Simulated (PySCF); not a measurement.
How methods differ on the interval between two levels of Ga+

Ga+ [Ar] 3d10 4s2 → Ga+ [Ar] 3d9 4s2 5s1 [3D3, M_J = 3], as a difference of total energies. Computed with PySCF 2.14 in x2c-TZVPall-2c with one added diffuse shell each of s, p, d type (7s8p5d1f, 63 functions), with the two-component X2C-1e Hamiltonian. Correlated levels: [Ne] frozen. "Screened" scales the spin-orbit matrix elements by Boettger's factors to mimic the two-electron term; Breit and QED terms are absent.

```
                    method  interval between two levels (cm⁻¹)
           GHF (spin-free)                              216430
          GMP2 (spin-free)                              232850
 GHF (screened spin-orbit)                              214950
GMP2 (screened spin-orbit)                              231370
```

The labels give the starting determinants; with spin-orbit coupling the two ends relaxed to ⟨J²⟩ = 0.00, ⟨L²⟩ = 0.00, ⟨S²⟩ = 0.00 and ⟨J²⟩ = 12.00, ⟨L²⟩ = 6.01, ⟨S²⟩ = 2.00.

The promoted electron is Rydberg-like, and one or two diffuse shells describe it only roughly, which tends to raise the upper state.
